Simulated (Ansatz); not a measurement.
`CCCCCCCCCCB(O)O`, relaxed as a singlet with RKS PBE-D4/def2-SVP in Ansatz, starting from the GFN2-xTB geometry. Force threshold 0.03 eV/Å.

Start:

```xyz
36

C    -3.889   -3.310   -2.922
C    -2.542   -2.874   -2.356
C    -2.466   -3.103   -0.847
C    -1.093   -2.789   -0.250
C    -0.746   -1.301   -0.258
C     0.586   -1.024    0.438
C     0.936    0.463    0.435
C     2.258    0.747    1.146
C     2.689    2.213    1.056
C     1.812    3.163    1.875
B     2.138    4.711    1.669
O     3.148    5.077    0.843
O     1.363    5.611    2.328
H    -4.058   -4.368   -2.733
H    -4.697   -2.747   -2.458
H    -3.927   -3.142   -3.996
H    -1.745   -3.438   -2.847
H    -2.387   -1.817   -2.577
H    -3.224   -2.493   -0.350
H    -2.703   -4.151   -0.644
H    -1.075   -3.145    0.784
H    -0.327   -3.342   -0.800
H    -0.690   -0.940   -1.286
H    -1.540   -0.745    0.247
H     0.535   -1.381    1.469
H     1.378   -1.585   -0.065
H     0.130    1.015    0.921
H     1.004    0.815   -0.597
H     2.175    0.456    2.195
H     3.036    0.126    0.692
H     3.719    2.304    1.407
H     2.677    2.525    0.010
H     0.763    3.003    1.621
H     1.902    2.911    2.934
H     3.303    6.016    0.726
H     1.558    6.540    2.193
```

```csv
step,energy (eV),largest force component (eV/Å),SCF passes
1,-15488.1199,1.088,20
2,-15488.3315,0.455,21
3,-15488.3591,0.111,21
4,-15488.3624,0.056,21
5,-15488.3645,0.057,20
6,-15488.3657,0.056,20
7,-15488.3663,0.036,21
8,-15488.3669,0.031,20
9,-15488.3673,0.035,20
10,-15488.3674,0.022,21
```

Force components are those of the run's own axes.

End:

Cartesian coordinates in Å:
```
C -3.920 -3.347 -2.944
C -2.572 -2.937 -2.349
C -2.477 -3.182 -0.838
C -1.121 -2.834 -0.209
C -0.754 -1.346 -0.250
C 0.573 -1.019 0.441
C 0.946 0.466 0.391
C 2.274 0.794 1.082
C 2.690 2.270 1.007
C 1.764 3.239 1.754
B 2.185 4.764 1.731
O 3.267 5.141 0.965
O 1.436 5.648 2.478
H -4.123 -4.427 -2.780
H -4.755 -2.783 -2.478
H -3.962 -3.162 -4.037
H -1.752 -3.493 -2.858
H -2.386 -1.863 -2.568
H -3.279 -2.604 -0.323
H -2.706 -4.252 -0.636
H -1.116 -3.174 0.850
H -0.320 -3.422 -0.714
H -0.707 -0.995 -1.304
H -1.572 -0.755 0.225
H 0.528 -1.352 1.503
H 1.387 -1.620 -0.024
H 0.124 1.059 0.850
H 0.996 0.797 -0.672
H 2.216 0.481 2.150
H 3.075 0.167 0.629
H 3.722 2.375 1.407
H 2.763 2.578 -0.060
H 0.726 3.186 1.351
H 1.655 2.930 2.820
H 3.465 6.094 0.989
H 1.732 6.574 2.422
```

By distances, no bond broke or formed. The bond that changes most is C10–H33, from 1.09 to 1.11 Å (atoms count from 1).

No frequencies were taken in this run, so the end may be a saddle point.

It took 82 s on 4 threads of Arm Neoverse N1 on a shared host.
